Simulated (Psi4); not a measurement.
Calculation: SAPT0/jun-cc-pVDZ, all electrons correlated run with Psi4.

Psi4 input:

```
molecule {
0 1
Br 1.15787523 -0.00000000 -0.00000000
Br -1.15787523 0.00000000 0.00000000
--
1 1
Na -3.02459050 -2.22888419 -0.77951762
units angstrom
symmetry c1
no_reorient
no_com
}
set basis jun-cc-pvdz
set scf_type df
set freeze_core false
energy('sapt0')
```

Part of the output:

```
    SAPT Results
  --------------------------------------------------------------------------------------------------------
    Electrostatics                  1.73898512 [mEh]       1.09122964 [kcal/mol]       4.56570480 [kJ/mol]
      Elst10,r                      1.73898512 [mEh]       1.09122964 [kcal/mol]       4.56570480 [kJ/mol]

    Exchange                        3.60129108 [mEh]       2.25984427 [kcal/mol]       9.45518843 [kJ/mol]
      Exch10                        3.60129108 [mEh]       2.25984427 [kcal/mol]       9.45518843 [kJ/mol]
      Exch10(S^2)                   3.59740178 [mEh]       2.25740370 [kcal/mol]       9.44497708 [kJ/mol]

    Induction                     -12.61347312 [mEh]      -7.91507388 [kcal/mol]     -33.11666913 [kJ/mol]
      Ind20,r                     -17.50763133 [mEh]     -10.98620452 [kcal/mol]     -45.96627973 [kJ/mol]
      Exch-Ind20,r                  4.59243207 [mEh]       2.88179463 [kcal/mol]      12.05742873 [kJ/mol]
      delta HF,r (2)                0.30172614 [mEh]       0.18933601 [kcal/mol]       0.79218187 [kJ/mol]

    Dispersion                     -0.08358817 [mEh]      -0.05245237 [kcal/mol]      -0.21946071 [kJ/mol]
      Disp20                       -0.09674625 [mEh]      -0.06070919 [kcal/mol]      -0.25400725 [kJ/mol]
      Exch-Disp20                   0.01315808 [mEh]       0.00825682 [kcal/mol]       0.03454654 [kJ/mol]
      Disp20 (SS)                  -0.04837313 [mEh]      -0.03035460 [kcal/mol]      -0.12700363 [kJ/mol]
      Disp20 (OS)                  -0.04837313 [mEh]      -0.03035460 [kcal/mol]      -0.12700363 [kJ/mol]
      Exch-Disp20 (SS)              0.00963356 [mEh]       0.00604515 [kcal/mol]       0.02529291 [kJ/mol]
      Exch-Disp20 (OS)              0.00352452 [mEh]       0.00221167 [kcal/mol]       0.00925363 [kJ/mol]

  Total HF                         -7.27319692 [mEh]      -4.56399997 [kcal/mol]     -19.09577589 [kJ/mol]
  Total SAPT0                      -7.35678510 [mEh]      -4.61645234 [kcal/mol]     -19.31523661 [kJ/mol]
```
